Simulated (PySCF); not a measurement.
**Shapes and spin states of ReOF2**

Computed with PySCF, PBE0, basis Re def2-SVP with ECP60, O def2-SVP, F def2-SVP (scalar-relativistic core potentials, no spin–orbit coupling, density fitting).

Relaxations began from a few typed shapes and spin states; open shells are unrestricted. The search is not exhaustive: other isomers or separated fragments can lie lower, and high-lying points may rest on an excited occupation.

```json
{"spin": "doublet", "group": "C2v", "bonds": "Re–F 1.845 Å (×2), Re–O 1.648 Å", "angles": "F–Re–F 119.6°, F–Re–O 120.2° (×2)", "imaginary modes (cm⁻¹)": "none", "ΔE (kJ/mol)": "0.0", "ΔE with ZPE (kJ/mol)": "0.0"}
{"spin": "quartet", "group": "C2v", "bonds": "Re–F 1.867 Å (×2), Re–O 1.703 Å", "angles": "F–Re–F 133.4°, F–Re–O 113.3° (×2)", "imaginary modes (cm⁻¹)": "none", "ΔE (kJ/mol)": "42.4", "ΔE with ZPE (kJ/mol)": "41.8"}
```

The lowest minimum found is the doublet C2v: Re–F 1.845 Å (×2), Re–O 1.648 Å; F–Re–F 119.6°, F–Re–O 120.2° (×2).

Formally Re is in oxidation state +4, d3, with 1 unpaired electron (the high-spin count would be 3). The Mulliken spin on Re is 0.99. The polar-tensor charge on Re, 1.66, is far below the formal one.

For the lowest minimum: with open d or f shells other occupations or spin states may lie lower. No spin–orbit coupling is included, which matters more the heavier the element.
